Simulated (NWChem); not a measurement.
Everything below was run with NWChem. System: As (-1), charge -1, spin multiplicity 3. Its SCF solution wasn't tested for a lower state. Level: ROCR-CCSD(T)/def2-TZVPD, 9 core orbitals frozen.

Job file:

```
start mol
memory heap 100 mb stack 700 mb global 1900 mb
charge -1
geometry units angstroms nocenter noautoz
  As     0.000000     0.000000     0.000000
  symmetry group D2h
end
basis spherical
  * library def2-tzvpd
end
scf
  rohf
  nopen 2
  maxiter 100
  thresh 1e-7
  semidirect memsize 60000000 filesize 0
  # guess.movecs holds the orbitals of an unrestricted PBE0 run
  vectors input guess.movecs swap 16 18 output mol.movecs
end
tce
  freeze core 9
  cr-ccsd(t)
  2eorb
  2emet 13
  thresh 1e-6
  maxiter 100
  tilesize 24
end
task tce energy
```

Part of the output:

```
             Northwest Computational Chemistry Package (NWChem) 7.3.0
             --------------------------------------------------------

                                NWChem Input Module
                                -------------------

 Scaling coordinates for geometry "geometry" by  1.889725989
 (inverse scale =  0.529177249)

                             Geometry "geometry" -> ""
                             -------------------------

 Output coordinates in angstroms (scale by  1.889725989 to convert to a.u.)

  No.       Tag          Charge          X              Y              Z
 ---- ---------------- ---------- -------------- -------------- --------------
    1 As                  33.0000     0.00000000     0.00000000     0.00000000

 Effective nuclear repulsion energy (a.u.)       0.0000000000

            Nuclear Dipole moment (a.u.)
            ----------------------------
        X                 Y               Z
 ---------------- ---------------- ----------------
     0.0000000000     0.0000000000     0.0000000000

      Symmetry information
      --------------------

 Group name             D2h
 Group number             26
 Group order               8
 No. of unique centers     1

      Symmetry unique atoms

     1


 Summary of "ao basis" -> "" (spherical)
 ------------------------------------------------------------------------------
       Tag                 Description            Shells   Functions and Types
 ---------------- ------------------------------  ------  ---------------------
 *                         def2-tzvpd                 on all atoms

 Summary of "ao basis" -> "ao basis" (spherical)
 ------------------------------------------------------------------------------
       Tag                 Description            Shells   Functions and Types
 ---------------- ------------------------------  ------  ---------------------
 As                        def2-tzvpd               18       54   7s5p5d1f

                                 NWChem SCF Module
                                 -----------------

  ao basis        = "ao basis"
  functions       =    54
  atoms           =     1
  closed shells   =    16
  open shells     =     2
  charge          =  -1.00
  wavefunction    = ROHF
  use symmetry    = T
  symmetry adapt  = T

 Summary of "ao basis" -> "ao basis" (spherical)
 ------------------------------------------------------------------------------
       Tag                 Description            Shells   Functions and Types
 ---------------- ------------------------------  ------  ---------------------
 As                        def2-tzvpd               18       54   7s5p5d1f

      Symmetry analysis of basis
      --------------------------

        ag         17
        au          1
        b1g         5
        b1u         7
        b2g         5
        b2u         7
        b3g         5
        b3u         7

 Forming initial guess at       0.0s

 Swapping ROHF orbitals    16   18

      Symmetry analysis of molecular orbitals - initial
      -------------------------------------------------

  Numbering of irreducible representations:

     1 ag          2 au          3 b1g         4 b1u         5 b2g
     6 b2u         7 b3g         8 b3u

  Orbital symmetries:

     1 ag          2 ag          3 b2u         4 b3u         5 b1u
     6 ag          7 b2u         8 b3u         9 b1u        10 ag
    11 b1g        12 b3g        13 b2g        14 ag         15 ag
    16 b1u        17 b3u        18 b2u        19 ag         20 ag
    21 b1g        22 b2g        23 b3g        24 ag         25 b2u
    26 b3u        27 b1u        28 ag

 Starting SCF solution at       0.0s

 ----------------------------------------------
         Quadratically convergent ROHF

 Convergence threshold     :          1.000E-07
 Maximum no. of iterations :          100
 Final Fock-matrix accuracy:          1.000E-09
 ----------------------------------------------

              iter       energy          gnorm     gmax       time
             ----- ------------------- --------- --------- --------
                 1    -2234.1518885106  8.36D-01  5.49D-01      0.4
                 2    -2234.1615437895  2.07D-01  7.01D-02      0.4
                 3    -2234.1641919190  7.61D-03  2.83D-03      0.4
                 4    -2234.1641978220  7.77D-06  3.59D-06      0.4
                 5    -2234.1641978220  2.48D-09  1.64D-09      0.5

       Final ROHF results
       ------------------

         Total SCF energy =  -2234.164197822043
      One-electron energy =  -3124.800868167274
      Two-electron energy =    890.636670345231
 Nuclear repulsion energy =      0.000000000000

        Time for solution =      0.4s

       Symmetry analysis of molecular orbitals - final
       -----------------------------------------------

  Numbering of irreducible representations:

     1 ag          2 au          3 b1g         4 b1u         5 b2g
     6 b2u         7 b3g         8 b3u

  Orbital symmetries:

     1 ag          2 ag          3 b3u         4 b2u         5 b1u
     6 ag          7 b3u         8 b2u         9 b1u        10 b1g
    11 ag         12 b2g        13 b3g        14 ag         15 ag
    16 b1u        17 b2u        18 b3u        19 ag         20 b1g
    21 ag         22 b3g        23 b2g        24 ag         25 b2u
    26 b3u        27 b1u        28 ag

             Final eigenvalues
             -----------------

              1
    1 -432.2740
    2  -56.0002
    3  -49.8450
    4  -49.8450
    5  -49.8434
    6   -7.7200
    7   -5.5748
    8   -5.5748
    9   -5.5683
   10   -1.8088
   11   -1.8088
   12   -1.8006
   13   -1.8006
   14   -1.7978
   15   -0.4044
   16   -0.0171
   17    0.1134
   18    0.1134
   19    0.3043
   20    0.3688
   21    0.3688
   22    0.3742
   23    0.3742
   24    0.3765
   25    0.7148
   26    0.7148
   27    0.7246
   28    0.7589

                       ROHF Final Molecular Orbital Analysis
                       -------------------------------------

 Vector   16  Occ=2.000000D+00  E=-1.708279D-02  Symmetry=b1u
              MO Center= -1.6D-20,  2.0D-20,  1.1D-17, r^2= 2.4D+00
   Bfn.  Coefficient  Atom+Function         Bfn.  Coefficient  Atom+Function
  ----- ------------  ---------------      ----- ------------  ---------------
    22      0.669642  1 As pz                19      0.390090  1 As pz
    13     -0.266855  1 As pz

 Vector   17  Occ=1.000000D+00  E= 1.133747D-01  Symmetry=b2u
              MO Center= -4.8D-33, -5.5D-17,  2.8D-34, r^2= 2.3D+00
   Bfn.  Coefficient  Atom+Function         Bfn.  Coefficient  Atom+Function
  ----- ------------  ---------------      ----- ------------  ---------------
    21      0.627515  1 As py                18      0.443449  1 As py
    12     -0.272255  1 As py

 Vector   18  Occ=1.000000D+00  E= 1.133747D-01  Symmetry=b3u
              MO Center= -3.7D-17, -4.3D-33, -1.4D-34, r^2= 2.3D+00
   Bfn.  Coefficient  Atom+Function         Bfn.  Coefficient  Atom+Function
  ----- ------------  ---------------      ----- ------------  ---------------
    20      0.627515  1 As px                17      0.443449  1 As px
    11     -0.272255  1 As px

 Vector   19  Occ=0.000000D+00  E= 3.043244D-01  Symmetry=ag
              MO Center= -5.7D-16, -5.6D-16, -9.9D-17, r^2= 8.2D+00
   Bfn.  Coefficient  Atom+Function         Bfn.  Coefficient  Atom+Function
  ----- ------------  ---------------      ----- ------------  ---------------
     7     -2.258414  1 As s                  6      2.095457  1 As s
     5     -0.203303  1 As s

 Vector   20  Occ=0.000000D+00  E= 3.688035D-01  Symmetry=b1g
              MO Center= -7.0D-30, -2.2D-30, -1.6D-30, r^2= 8.6D+00
   Bfn.  Coefficient  Atom+Function         Bfn.  Coefficient  Atom+Function
  ----- ------------  ---------------      ----- ------------  ---------------
    43      1.244081  1 As d -2              38     -0.439926  1 As d -2
    33      0.223221  1 As d -2

 Vector   21  Occ=0.000000D+00  E= 3.688035D-01  Symmetry=ag
              MO Center=  1.4D-26, -1.4D-26,  1.2D-31, r^2= 8.6D+00
   Bfn.  Coefficient  Atom+Function         Bfn.  Coefficient  Atom+Function
  ----- ------------  ---------------      ----- ------------  ---------------
    47      1.244081  1 As d  2              42     -0.439926  1 As d  2
    37      0.223221  1 As d  2

 center of mass
 --------------
 x =   0.00000000 y =   0.00000000 z =   0.00000000

 moments of inertia (a.u.)
 ------------------
           0.000000000000           0.000000000000           0.000000000000
           0.000000000000           0.000000000000           0.000000000000
           0.000000000000           0.000000000000           0.000000000000

  Mulliken analysis of the total density
  --------------------------------------

    Atom       Charge   Shell Charges
 -----------   ------   -------------------------------------------------------
    1 As  33    34.00   2.00  2.00  1.17  0.78  0.93  0.99  0.13  5.99  5.76  0.40  1.41  2.43  8.94  1.07 -0.03  0.02 -0.00  0.00

 Mulliken analysis of the open-shell density
 -------------------------------------------

    Atom       Charge   Shell Charges
 -----------   ------   -------------------------------------------------------
    1 As  33     2.00   0.00  0.00  0.00 -0.00  0.00  0.00  0.00  0.00  0.02  0.06  0.76  1.17  0.00  0.00 -0.00  0.00 -0.00  0.00

       Multipole analysis of the density wrt the origin
       ------------------------------------------------

     L   x y z        total         open         nuclear
     -   - - -        -----         ----         -------
     0   0 0 0     -1.000000     -2.000000     33.000000

     1   1 0 0     -0.000000      0.000000      0.000000
     1   0 1 0     -0.000000      0.000000      0.000000
     1   0 0 1     -0.000000     -0.000000      0.000000

     2   2 0 0    -16.816114     -6.702485      0.000000
     2   1 1 0     -0.000000     -0.000000      0.000000
     2   1 0 1     -0.000000     -0.000000      0.000000
     2   0 2 0    -16.816114     -6.702485      0.000000
     2   0 1 1     -0.000000     -0.000000      0.000000
     2   0 0 2    -20.404294     -3.270908      0.000000

                   NWChem Extensible Many-Electron Theory Module
                   ---------------------------------------------


            General Information
            -------------------
      Number of processors :     1
         Wavefunction type : Restricted open-shell Hartree-Fock
          No. of electrons :    34
           Alpha electrons :    18
            Beta electrons :    16
           No. of orbitals :   108
            Alpha orbitals :    54
             Beta orbitals :    54
        Alpha frozen cores :     9
         Beta frozen cores :     9
     Alpha frozen virtuals :     0
      Beta frozen virtuals :     0
         Spin multiplicity : triplet
    Number of AO functions :    54
       Number of AO shells :    18
        Use of symmetry is : on
      Symmetry adaption is : on
         Schwarz screening : 0.10D-09

          Correlation Information
          -----------------------
          Calculation type : Coupled-cluster singles & doubles w/ perturbation
   Perturbative correction : Completely renormalized (T)
            Max iterations :      100
        Residual threshold : 0.10D-05
     T(0) DIIS level shift : 0.00D+00
     L(0) DIIS level shift : 0.00D+00
     T(1) DIIS level shift : 0.00D+00
     L(1) DIIS level shift : 0.00D+00
     T(R) DIIS level shift : 0.00D+00
     T(I) DIIS level shift : 0.00D+00
   CC-T/L Amplitude update :  5-th order DIIS
                I/O scheme : Global Array Library
        L-threshold :  0.10D-05
        EOM-threshold :  0.10D-05
 no EOMCCSD initial starts read in
 TCE RESTART OPTIONS
 SLICE:      F
 D4D5:       F
 quantumc:   F
 qrotation:  F
 pwtce:      F
 qducc:      F
 nacto:                         0
 nrotv:                         0
 nrot:                          0

            Memory Information
            ------------------
          Available GA space size is     249030968 doubles
          Available MA space size is     104852228 doubles

 Maximum block size supplied by input
 Maximum block size        24 doubles

 tile_dim =     11

 -------------------------------------------------

 Global array virtual files algorithm will be used

 Parallel file system coherency ......... OK

 4-electron integrals stored in orbital form

 v2    file size   =           110524
 4-index algorithm nr.  13 is used
 imaxsize =       30
 imaxsize ichop =        0


CCSD iterations
 ---------------------------------------------------------
 Iter          Residuum       Correlation     Cpu    Wall
 ---------------------------------------------------------
    1   0.1257085926161  -0.2351595427800     1.3     1.3
    2   0.0211537284515  -0.2307401130595     1.3     1.3
    3   0.0061557576461  -0.2345666122748     1.2     1.2
    4   0.0020371663332  -0.2346103225226     1.3     1.3
    5   0.0007880259267  -0.2348304282892     1.3     1.3
    6   0.0002736640954  -0.2348701273870     1.3     1.3
    7   0.0000985947606  -0.2348760195385     1.3     1.3
    8   0.0000406559275  -0.2348744823698     1.3     1.3
    9   0.0000175244290  -0.2348744597168     1.2     1.2
   10   0.0000079175635  -0.2348747537838     1.3     1.3
   11   0.0000012865514  -0.2348749121206     1.3     1.3
   12   0.0000003812023  -0.2348748665755     1.2     1.2
 -----------------------------------------------------------------
 Iterations converged
 CCSD correlation energy / hartree =        -0.234874866575514
 CCSD total energy / hartree       =     -2234.399072688618617

 Singles contributions

 Doubles contributions
 CR-CCSD(T)

 CR-CCSD[T]  correction energy / hartree =        -0.007228363650007
 CR-CCSD[T] correlation energy / hartree =        -0.242103230225520
 CR-CCSD[T] total energy / hartree       =     -2234.406301052268645
 CR-CCSD(T)  correction energy / hartree =        -0.006865446427739
 CR-CCSD(T) correlation energy / hartree =        -0.241740313003253
 CR-CCSD(T) total energy / hartree       =     -2234.405938135046199

 Task  times  cpu:       23.5s     wall:       23.5s

 Total times  cpu:       23.5s     wall:       23.5s
```
